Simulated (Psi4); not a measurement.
Intermolecular potential of BF3 ··· CH3Br (SMILES FB(F)F and CBr). Monomers: optimised at B3LYP-D3(BJ) (def2-TZVP), held rigid. Orientation: lowest of the rigid-body minima from ten starts at GFN2-xTB. R is the distance of the centres of mass, along which the second monomer moves.

Levels of theory: revPBE/def2-TZVP, counterpoise-corrected (Psi4); SAPT0/jun-cc-pVDZ, frozen core (Psi4).

Interaction energies in kJ/mol:

| R / Å | revPBE/def2-TZVP |
|---|---|
| 2.35 | 99.62 |
| 2.55 | 49.74 |
| 2.77 | 21.24 |
| 2.93 | 10.22 |
| 3.11 | 3.30 |
| 3.35 | -1.05 |
| 3.63 | -2.85 |
| 3.91 | -3.20 |
| 4.39 | -2.68 |
| 5.11 | -1.52 |
| 6.15 | -0.59 |
| 7.40 | -0.23 |

Predict the corresponding SAPT0/jun-cc-pVDZ column.

2.35: 68.62; 2.55: 25.13; 2.77: 2.26; 2.93: -5.40; 3.11: -9.20; 3.35: -10.25; 3.63: -9.12; 3.91: -7.34; 4.39: -4.65; 5.11: -2.30; 6.15: -0.95; 7.40: -0.39 (kJ/mol).
